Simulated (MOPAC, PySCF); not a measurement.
F3Ga, SMILES `[Ga]([F])([F])[F]`, neutral singlet in the gas phase. 

Z-matrix (Å, degrees):
```
Ga
F 1 1.7242
F 1 1.7242 2 120.03
F 1 1.7242 2 120.02 3 -179.99
```
Charge 0, multiplicity 1.

All levels are single points at this geometry (PBE0-D3(BJ)/def2-TZVP); Pople sets use spherical d functions. Orbital energies aren't observables, and empty levels follow the basis.

| level | HOMO (eV) | LUMO (eV) | gap (eV) | dipole (D) | vertical IE, Delta-SCF (eV) |
|---|---|---|---|---|---|
| PBE0-D3(BJ)/def2-TZVP in PySCF | -11.77 | -2.35 | 9.42 | 0.00 | 14.35 |
| ωB97X-D3(BJ)/def2-TZVP in PySCF | -14.41 | -0.18 | 14.24 | 0.00 | 14.96 |
| BP86/6-31G* in PySCF | -9.29 | -3.30 | 5.99 | 0.00 | – |
| PBE/6-31G* in PySCF | -9.15 | -3.23 | 5.92 | 0.00 | – |
| HF/STO-3G in PySCF | -8.56 | 5.95 | 14.51 | 0.00 | – |
| AM1 in MOPAC | -13.65 | -3.20 | 10.45 | 0.00 | – |
